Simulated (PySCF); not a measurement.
AlGeH5O3, SMILES [O]([Al]([OH])[OH])[GeH3]. Heavy atoms are numbered as in [GeH3:1][O:2][Al:3]([OH:4])[OH:5]. Hydrogens are named by the atom that carries them.

The structure is a stationary point at ωB97X-D3(BJ)/def2-SVP. The structure was generated by enumeration; whether it is a known compound was not checked. The values are those of a single conformer.

Computed with PBE0/pcSseg-1 run with PySCF.

GIAO shieldings, no solvent; atoms alike by connectivity are averaged. δ = σ(ref) − σ: ⁷³Ge against GeH4 (σ = 1658.3 ppm); ¹⁷O against H2O (σ = 334.2 ppm); ¹H against TMS (σ = 31.56 ppm), references at their B3LYP-D3(BJ)/def2-TZVP geometries, non-relativistic.

| nucleus | atoms | count | δ (ppm) |
|---|---|---|---|
| ⁷³Ge | Ge1 (GeH3) | 1 | 243.1 |
| ¹⁷O | O4 (OH) | 2 | 0.3 |
| ¹⁷O | O2 | 1 | -2.5 |
| ¹H | H on Ge1 | 3 | 5.40 |
| ¹H | H on O4 | 2 | 1.36 |
